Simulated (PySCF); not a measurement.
Excitations are Tamm–Dancoff values on a coarser integration grid. The basis has no diffuse functions, so Rydberg states are missing or too high.

Cartesian coordinates (Å):
```xyz
7

S      2.4610    -0.1231    -0.3299
Al     0.3063     0.0998    -0.1455
S     -0.7878    -1.2398     1.1815
S     -0.6320     1.6739    -1.3212
H      2.4951    -1.1198     0.5722
H     -1.9719    -0.6477     0.9512
H     -1.8708     1.3568    -0.9083
```
Charge 0, multiplicity 1.

Task: Give the T1 excitation (TDA), HOMO–LUMO gap and total energy at the level PBE-D3(BJ)/def2-TZVP // PBE0-D3(BJ)/def2-TZVP in PySCF.

Result: 
The T1 excitation (TDA) is 4.89 eV. The HOMO–LUMO gap is 5.04 eV and the total energy comes out as -1438.3508 Ha.
